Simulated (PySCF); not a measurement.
Species: C3H3F4, net charge 0, doublet state. It need not be the lowest isomer of its formula. SMILES: C(C(F)(F)F)[CH]F
Coordinates optimised at B3LYP-D3(BJ)/def2-TZVP (Ansatz):
```xyz
10

F      2.5970    -0.6610     0.9153
C      1.5671     0.0745     0.4582
C      0.4215    -0.7184    -0.0487
C     -0.8179     0.1245    -0.2545
F     -1.8181    -0.6127    -0.7743
F     -1.2680     0.6589     0.8948
F     -0.5889     1.1467    -1.1075
H      1.8590     1.0404     0.0686
H      0.6466    -1.1980    -1.0115
H      0.1727    -1.5132     0.6578
```
Charge 0, spin multiplicity 2.

Dispersion corrections to the total energy (kcal/mol) from the dftd3 and dftd4 libraries through PySCF: D3(BJ) without and D4 with the three-body term, each with the damping fitted for the functional named.

| functional | D3(BJ) | D4 |
|---|---|---|
| TPSSh | … | -4.93 |
| PBE0 | -3.29 | -3.33 |
| HF | … | -15.71 |
| HSE06 | -2.34 | … |
| B3LYP | -6.61 | -6.37 |
| PW6B95 | -1.73 | -3.45 |
| revPBE | -10.38 | -14.45 |

Some entries are withheld; supply them.


- TPSSh, D3(BJ): -4.40
- HF, D3(BJ): -31.79
- HSE06, D4: -3.05
